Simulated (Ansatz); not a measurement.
Ansatz (a quantum-chemistry and plane-wave program) input (CCSD(T)/6-31G*):

Ansatz 0.2 input:
```yaml
crystal:
  periodic: [false, false, false]
  atoms:
    - {symbol: C, position_ang: [-1.76440130, -0.62213461, 0.37130886]}
    - {symbol: C, position_ang: [-1.65592780, 0.84385989, -0.06513555]}
    - {symbol: C, position_ang: [-0.33489093, 1.15897318, -0.67891368]}
    - {symbol: C, position_ang: [0.80316978, 0.23909655, -0.58624387]}
    - {symbol: C, position_ang: [0.43655998, -1.26315168, -0.67221980]}
    - {symbol: C, position_ang: [-1.07467589, -1.51851377, -0.65373015]}
    - {symbol: S, position_ang: [1.79629779, 0.64580341, 0.99258836]}
    - {symbol: H, position_ang: [-1.29080527, -0.76238842, 1.34813231]}
    - {symbol: H, position_ang: [-2.81322910, -0.89807796, 0.49325618]}
    - {symbol: H, position_ang: [-2.44775382, 1.06646628, -0.79294487]}
    - {symbol: H, position_ang: [-1.85826377, 1.51349972, 0.78259476]}
    - {symbol: H, position_ang: [-0.14558792, 2.17218994, -1.01006565]}
    - {symbol: H, position_ang: [1.55437611, 0.48966328, -1.33446207]}
    - {symbol: H, position_ang: [0.86911505, -1.67657090, -1.58587292]}
    - {symbol: H, position_ang: [0.90421546, -1.79334356, 0.15699714]}
    - {symbol: H, position_ang: [-1.50182536, -1.31749170, -1.64141066]}
    - {symbol: H, position_ang: [-1.26051188, -2.57308906, -0.44013914]}
    - {symbol: H, position_ang: [0.79050310, 0.41751063, 1.85210599]}
basis:
  gaussian:
    orbitals: 6-31G*
magnetization: {spin_polarized: true, initial_magnetization: 1}
correlation: {method: ccsd_t, electrons: outside_noble_gas}
```

Output:

```
Functional definition: HF
integrals: 0.49 GiB planned
1388 factors; integrals over basis functions are off by at most 7.2e-4 eV
0.86 GiB of device memory are held for the factors and their scratch space
mean field: 1.18 GiB planned
mean field evaluation 1: about -17168.5463 eV, gradient 2.3e1 eV
mean field evaluation 2: about -17168.6729 eV, gradient 2.3e1 eV
mean field evaluation 4: about -17172.3847 eV, gradient 3.4e0 eV
mean field evaluation 8: about -17172.4949 eV, gradient 2.0e-1 eV
mean field evaluation 16: about -17168.5464 eV, gradient 2.3e1 eV
mean field evaluation 32: about -17167.9110 eV, gradient 2.1e-1 eV
mean field evaluation 64: about -17167.8966 eV, gradient 5.2e-2 eV
mean field -17172.49571824 eV, -631.0775777095 hartree, gradient 3.0e-6 eV, S^2 0.773684; 0 other end points of the search recorded, 0 dependent functions left out
11 core orbitals not correlated
reference -17172.49571824 eV, -631.0775777095 hartree; 21, 20 occupied and 99, 100 virtual orbitals, 1388 factors
second order -23.95759392 eV of doubles, -0.00000000 eV of singles
coupled cluster: 3.56 GiB planned
cycle   1  -25.28544120 eV  change    -1.3e0 eV  update   1.1e-1
cycle   2  -26.02530323 eV  change   -7.4e-1 eV  update   3.4e-2
cycle   3  -26.16097194 eV  change   -1.4e-1 eV  update   1.5e-2
cycle   4  -26.16576239 eV  change   -4.8e-3 eV  update   5.6e-3
cycle   5  -26.16632026 eV  change   -5.6e-4 eV  update   2.9e-3
cycle   6  -26.16602332 eV  change    3.0e-4 eV  update   1.3e-3
cycle   7  -26.16597512 eV  change    4.8e-5 eV  update   6.1e-4
cycle   8  -26.16609318 eV  change   -1.2e-4 eV  update   2.7e-4
cycle   9  -26.16608592 eV  change    7.3e-6 eV  update   1.2e-4
cycle  10  -26.16606894 eV  change    1.7e-5 eV  update   3.9e-5
perturbative correction -0.86874549 eV, -0.0319258080 hartree
Total energy: -17199.53053267 eV, -632.0710888151 hartree
```

It need not be the lowest isomer of its formula.
